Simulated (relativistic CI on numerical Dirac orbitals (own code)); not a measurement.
# Sensitivity of the levels of Pm42+ to α and to the nuclear radius

Computed by Dirac-Coulomb-Breit CI, orbitals from a KLI potential per configuration, derivatives by finite differences, unscaled Slater integrals, QED left out (own radial code, finite nucleus).

CI space (outside the closed core [Ne]): 3s2 3p6 3d, 3s2 3p5 3d2, 3s 3p6 3d2, 3s2 3p6 4s, 3s2 3p6 4p, 3p6 3d3, 3p5 3d4. Double excitations out of closed p, d and f shells are left out; levels of such configurations are missing from the list, as are those of other unlisted configurations, and high levels can miss mixing partners.

With x = (α/α₀)² − 1 an excitation energy changes as ω = ω₀ + qx; K = 2q/ω₀ is the relative enhancement. Terms are leading LS components, so labels can repeat. The field-shift factor is F = δν/δ⟨r²⟩ for the transition from the lowest level.

Lowest level 3s2 3p6 3d 2D_3/2.

| Level | ω₀ (cm⁻¹) | q (cm⁻¹) | F (GHz/fm²) |
| --- | --- | --- | --- |
| 3s2 3p6 3d 2D_5/2 | 247292 | 248800 | 3.13 |
| 3s2 3p5 3d2 4D°_1/2 | 1569457 | 93430 | 7.33 |
| 3s2 3p5 3d2 4D°_3/2 | 1573568 | 73540 | 7.3 |
| 3s2 3p5 3d2 4F°_5/2 | 1617897 | 74370 | 7.47 |
| 3s2 3p5 3d2 4G°_7/2 | 1642249 | 64490 | 7.35 |
| 3s2 3p5 3d2 4P°_3/2 | 1764912 | 104400 | 7.57 |
| 3s2 3p5 3d2 4D°_5/2 | 1790174 | 307200 | 10.2 |
| 3s2 3p5 3d2 4G°_9/2 | 1823009 | 304500 | 10.4 |
| 3s2 3p5 3d2 4D°_7/2 | 1833719 | 319300 | 10.5 |
| 3s2 3p5 3d2 4D°_3/2 | 1859706 | 315800 | 10 |
| 3s2 3p5 3d2 4P°_5/2 | 1874040 | 315000 | 10.4 |
| 3s2 3p5 3d2 2H°_11/2 | 1886502 | 320300 | 10.8 |
| 3s2 3p5 3d2 2G°_7/2 | 1899399 | 310600 | 10.4 |
| 3s2 3p5 3d2 4P°_1/2 | 1938168 | 319300 | 10.1 |
| 3s2 3p5 3d2 2F°_7/2 | 1964998 | 317300 | 10.8 |
| 3s2 3p5 3d2 4D°_5/2 | 1979341 | 318900 | 10.8 |
| 3s2 3p5 3d2 2G°_9/2 | 1993421 | 336700 | 11 |
| 3s2 3p5 3d2 2D°_3/2 | 1997457 | 322500 | 10.5 |
| 3s2 3p5 3d2 4G°_11/2 | 2085876 | 524100 | 13.4 |
| 3s2 3p5 3d2 2D°_3/2 | 2101837 | 365100 | 5.4 |
| 3s2 3p5 3d2 2D°_5/2 | 2119839 | 545700 | 13.2 |
| 3s2 3p5 3d2 2G°_9/2 | 2156669 | 519400 | 13.4 |
| 3s2 3p5 3d2 2F°_7/2 | 2164060 | 550200 | 13.2 |

At this charge energies of transitions that change n are usually good to better than 1 %, and those within a shell (Δn = 0) to a few per cent.

Problem. Which transition from the lowest level has the largest |K|?

Solution. 3s2 3p6 3d 2D_5/2 at 247292 cm⁻¹, K = 2.01.
